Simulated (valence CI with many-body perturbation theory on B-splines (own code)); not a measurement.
**Cs XXXII: E2, M1 decay**

Computed by relativistic CI+MBPT: six valence electrons over a frozen Dirac-Fock core [Ar], a basis of 7 s, 7 p, 8 d, 6 f, 4 g, 1 h functions for each j, with the one-electron correlation potential Σ1 (screened to all orders), the two-electron term Σ2, the three-electron term Σ3, Breit, model QED; selected single and double excitations, second order for the rest, scaled by the run's own slope (own B-spline code, finite nucleus).

No measured spectrum was set against this ion. As an estimate, large intervals hold to a few tenths of a per cent, small ones and those within an open d or f shell to about a per cent. Core correlation moves these levels by up to 8700 cm⁻¹, and in measured spectra 5 to 20 % of such shifts remained as error; rates that hang on mixing are uncertain with them. Among the levels kept, up to 980 cm⁻¹ of a level comes from second order outside the variational space, and about a tenth of that is noise between levels of different J, which matters for small intervals. Only levels of the ground parity were solved; by the run's estimate the other parity begins above the list, which can be wrong where configurations are misplaced.

Lines 51 to 100 of 120 in falling wavelength, among levels below 709730 cm⁻¹, chosen from the decays that carry over 1 % of a level's rate. Wavelengths and rates use the calculated energies. Electric multipoles are in the length gauge, E1 and E2 with the static RPA response of the core. Weak lines are less certain than strong ones. Lines between different terms over intervals too small for the method are left out, as are lines whose strength nearly cancels. The highest levels of a list are the least certain.

Levels are named by their leading jj configuration (3d3/2^4 stands for four electrons in 3d with j = 3/2), which in mixed levels can hold well under half, so a name can repeat and another be missing. Letters in brackets count levels of one name in rising energy.

```
λ vac (Å)                      Upper                      Lower  Type   A (s⁻¹)  Branch %
    750.7  (3d3/2^2 3d5/2^4) J=2 [c]  (3d3/2^3 3d5/2^3) J=3 [c]    M1  1.18e+04      14.6
    743.6  (3d3/2^2 3d5/2^4) J=4 [c]      (3d3/2^2 3d5/2^4) J=5    M1  1.22e+04      15.6
    721.2  (3d3/2^3 3d5/2^3) J=1 [b]  (3d3/2^3 3d5/2^3) J=1 [a]    M1  7.27e+03      26.1
    715.8  (3d3/2^2 3d5/2^4) J=4 [c]  (3d3/2^3 3d5/2^3) J=3 [c]    M1  1.53e+04      19.5
    714.6        (3d3/2 3d5/2^5) J=1  (3d3/2^3 3d5/2^3) J=2 [b]    M1  1.82e+04       9.2
    714.5  (3d3/2^2 3d5/2^4) J=0 [a]  (3d3/2^3 3d5/2^3) J=1 [a]    M1  1.11e+05     100.0
    709.4  (3d3/2^2 3d5/2^4) J=2 [b]  (3d3/2^2 3d5/2^4) J=2 [a]    M1  1.12e+04      20.1
    708.8        (3d3/2 3d5/2^5) J=2  (3d3/2^2 3d5/2^4) J=2 [b]    M1  2.20e+04      18.5
    698.6        (3d3/2 3d5/2^5) J=1  (3d3/2^2 3d5/2^4) J=0 [a]    M1  3.57e+04      17.9
    698.5  (3d3/2^3 3d5/2^3) J=2 [b]  (3d3/2^3 3d5/2^3) J=1 [a]    M1  3.08e+03      12.3
    689.3  (3d3/2^2 3d5/2^4) J=4 [a]  (3d3/2^3 3d5/2^3) J=4 [a]    M1  4.48e+04      64.7
    672.9      (3d3/2^2 3d5/2^4) J=6      (3d3/2^3 3d5/2^3) J=6    M1  1.88e+04      70.4
    672.3      (3d3/2^2 3d5/2^4) J=6      (3d3/2^3 3d5/2^3) J=5    M1  7.89e+03      29.5
    669.3        (3d3/2 3d5/2^5) J=2      (3d3/2^2 3d5/2^4) J=1    M1  2.22e+04      18.7
    665.2  (3d3/2^3 3d5/2^3) J=2 [a]      (3d3/2^4 3d5/2^2) J=2    M1  2.35e+04      84.1
    658.6  (3d3/2^2 3d5/2^4) J=4 [c]  (3d3/2^2 3d5/2^4) J=4 [a]    M1  7.39e+03       9.4
    652.8      (3d3/2^3 3d5/2^3) J=0  (3d3/2^3 3d5/2^3) J=1 [a]    M1  1.80e+01      10.5
    647.7  (3d3/2^3 3d5/2^3) J=3 [b]      (3d3/2^4 3d5/2^2) J=2    M1  3.21e+03      11.5
    638.6  (3d3/2^2 3d5/2^4) J=2 [c]  (3d3/2^3 3d5/2^3) J=2 [b]    M1  1.66e+04      20.5
    636.1  (3d3/2^3 3d5/2^3) J=3 [c]  (3d3/2^3 3d5/2^3) J=4 [a]    M1  3.32e+03      10.3
    628.1  (3d3/2^3 3d5/2^3) J=1 [b]      (3d3/2^4 3d5/2^2) J=0    M1  1.49e+04      53.3
    621.7      (3d3/2^3 3d5/2^3) J=5      (3d3/2^4 3d5/2^2) J=4    M1  5.71e+03      91.9
    621.2      (3d3/2^3 3d5/2^3) J=6      (3d3/2^4 3d5/2^2) J=4    E2  3.51e-02      99.3
    620.7  (3d3/2^2 3d5/2^4) J=2 [c]  (3d3/2^3 3d5/2^3) J=1 [b]    M1  1.25e+04      15.5
    619.9      (3d3/2^2 3d5/2^4) J=1  (3d3/2^3 3d5/2^3) J=2 [a]    M1  2.63e+03       5.5
    615.6      (3d3/2^2 3d5/2^4) J=5  (3d3/2^3 3d5/2^3) J=4 [a]    M1  1.24e+03       3.4
    604.0  (3d3/2^2 3d5/2^4) J=4 [b]  (3d3/2^3 3d5/2^3) J=3 [b]    M1  8.45e+03      20.8
    603.9  (3d3/2^2 3d5/2^4) J=2 [b]  (3d3/2^3 3d5/2^3) J=3 [b]    M1  1.28e+04      23.1
    602.6  (3d3/2^3 3d5/2^3) J=2 [b]  (3d3/2^3 3d5/2^3) J=3 [a]    M1  9.19e+03      36.6
    599.4        (3d3/2 3d5/2^5) J=4  (3d3/2^2 3d5/2^4) J=3 [b]    M1  2.10e+04      17.4
    589.5  (3d3/2^2 3d5/2^4) J=2 [b]  (3d3/2^3 3d5/2^3) J=2 [a]    M1  1.55e+04      28.0
    577.0  (3d3/2^2 3d5/2^4) J=3 [a]  (3d3/2^3 3d5/2^3) J=4 [a]    M1  1.56e+04      29.7
    576.9  (3d3/2^2 3d5/2^4) J=4 [c]  (3d3/2^3 3d5/2^3) J=4 [b]    M1  2.13e+04      27.2
    564.3  (3d3/2^2 3d5/2^4) J=4 [a]  (3d3/2^3 3d5/2^3) J=3 [a]    M1  2.23e+03       3.2
    554.1        (3d3/2 3d5/2^5) J=1  (3d3/2^2 3d5/2^4) J=2 [a]    M1  1.18e+05      59.6
    541.2        (3d3/2 3d5/2^5) J=4  (3d3/2^2 3d5/2^4) J=3 [a]    M1  1.90e+03       1.6
    528.1  (3d3/2^3 3d5/2^3) J=3 [c]  (3d3/2^3 3d5/2^3) J=3 [a]    M1  3.89e+03      12.1
    522.9  (3d3/2^2 3d5/2^4) J=3 [b]  (3d3/2^3 3d5/2^3) J=4 [a]    M1  1.17e+04      26.7
    518.5  (3d3/2^3 3d5/2^3) J=3 [b]      (3d3/2^4 3d5/2^2) J=4    M1  1.81e+04      65.0
    511.1        (3d3/2 3d5/2^5) J=4      (3d3/2^2 3d5/2^4) J=5    M1  3.48e+04      28.9
    507.3  (3d3/2^2 3d5/2^4) J=2 [c]  (3d3/2^2 3d5/2^4) J=2 [a]    M1  8.32e+03      10.3
    506.1  (3d3/2^2 3d5/2^4) J=4 [b]      (3d3/2^3 3d5/2^3) J=5    M1  2.54e+04      62.3
    497.8        (3d3/2 3d5/2^5) J=4  (3d3/2^3 3d5/2^3) J=3 [c]    M1  4.79e+03       4.0
    495.0        (3d3/2 3d5/2^5) J=2  (3d3/2^2 3d5/2^4) J=3 [a]    M1  3.12e+04      26.2
    486.8  (3d3/2^2 3d5/2^4) J=3 [a]  (3d3/2^3 3d5/2^3) J=3 [a]    M1  2.80e+04      53.4
    478.1        (3d3/2 3d5/2^5) J=1  (3d3/2^3 3d5/2^3) J=2 [a]    M1  1.87e+04       9.4
    469.4        (3d3/2 3d5/2^5) J=4  (3d3/2^2 3d5/2^4) J=4 [a]    M1  5.41e+04      44.9
    465.0  (3d3/2^3 3d5/2^3) J=1 [b]      (3d3/2^4 3d5/2^2) J=2    M1  4.30e+03      15.4
    458.4        (3d3/2 3d5/2^5) J=2  (3d3/2^3 3d5/2^3) J=3 [c]    M1  1.34e+04      11.3
    455.5  (3d3/2^3 3d5/2^3) J=2 [b]      (3d3/2^4 3d5/2^2) J=2    M1  9.96e+03      39.7
```
